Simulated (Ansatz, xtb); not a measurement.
# Ranking isomers of C5H5O2P

6 gas-phase structures of C5H5O2P, from a drawn sample of its isomers (lower ones may exist). Each was relaxed with GFN2-xTB; where two conformers were screened, the lower at r2SCAN-D4/def2-SVP//GFN2-xTB is listed:

A. `CC(=O)C1=CP=CO1`, a singlet
B. `CC1=C(C=O)P=CO1`, a singlet
C. `CC(=O)C1=COC=P1`, a singlet
D. `CC1=CP=C(C=O)O1`, a singlet
E. `C#CC[P@](=O)(O)C#C`, a singlet
F. `CC1=COC(C=O)=P1`, a singlet

Which do you expect lowest at r2SCAN-D4/def2-SVP//GFN2-xTB, and how would the others follow?

Calculated order at r2SCAN-D4/def2-SVP//GFN2-xTB: A (0.0), D (0.6), B (1.5), C (1.7), F (4.7), E (58.0) kcal/mol. Less than 1 kcal/mol parts A and D; D and B; B and C, so the order within those pairs means little.

Energies above the lowest of each column, in kcal/mol; the last columns are at r2SCAN-D4/def2-SVP geometries and were run for some of them only (a dash: not run or not comparable):

| structure | GFN2-xTB | HF/STO-3G | r2SCAN-D4/def2-SVP//GFN2-xTB | r2SCAN-D4/def2-SVP | CCSD(T)/def2-SVP + ΔMP2/def2-TZVPP |
| --- | --- | --- | --- | --- | --- |
| A | 1.1 | 0.0 | 0.0 | 0.0 | 0.0 |
| D | 2.2 | 1.3 | 0.6 | 0.7 | 0.9 |
| B | 2.0 | 2.2 | 1.5 | 1.5 | 1.9 |
| C | 0.0 | 2.1 | 1.7 | 1.5 | 0.8 |
| F | 3.3 | 3.5 | 4.7 | 4.5 | 4.9 |
| E | 24.4 | 161.9 | 58.0 | – | – |

CCSD(T)/def2-SVP + ΔMP2/def2-TZVPP has A and C and D within 1 kcal/mol of each other at the bottom, and every level picks one of them. CCSD(T)/def2-SVP + ΔMP2/def2-TZVPP orders those it was run on as A (0.0), C (0.8), D (0.9), B (1.9), F (4.9) kcal/mol. Less than 1 kcal/mol parts A and C; C and D; D and B, so the order within those pairs means little. Flexible structures stand in one conformer each, not always the lowest. Frequencies (GFN2-xTB) were run for A, B, C, D, F alone. ΔMP2 is the change of the MP2 energy from the smaller to the larger basis.

Over these structures GFN2-xTB departs from r2SCAN-D4/def2-SVP//GFN2-xTB by 9.3 kcal/mol on average once a common shift is removed. A GFN2-xTB relaxation took about 0.078 s and the r2SCAN-D4/def2-SVP//GFN2-xTB energy about 1.9 s on a shared host (Ansatz 0.2.0, xtb 6.7.1).
